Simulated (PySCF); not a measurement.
Al(Cl)2(SeH) (AlCl₂HSe), SMILES [Cl][Al]([Cl])[SeH].

Geometry optimised at B3LYP-D3(BJ)/def2-SVP. The values are those of a single conformer.

Method: CAM-B3LYP/def2-TZVP (PySCF).

The total energy is -3565.36754 hartree. The point group is Cs, the highest occupied level comes out as -9.08 eV and the lowest empty level comes out as -0.25 eV. The orbital gap comes out as 8.83 eV, the dipole moment is 1.09 D and the quadrupole, principal values (traceless, Buckingham form, about the centre of nuclear charge) is -4.28, 0.77, 3.51 D·Å. The mean static polarisability comes out as 72.5 bohr³ (10.74 Å³). The polarisability, principal values is 54.4, 76.2, 86.8 bohr³.
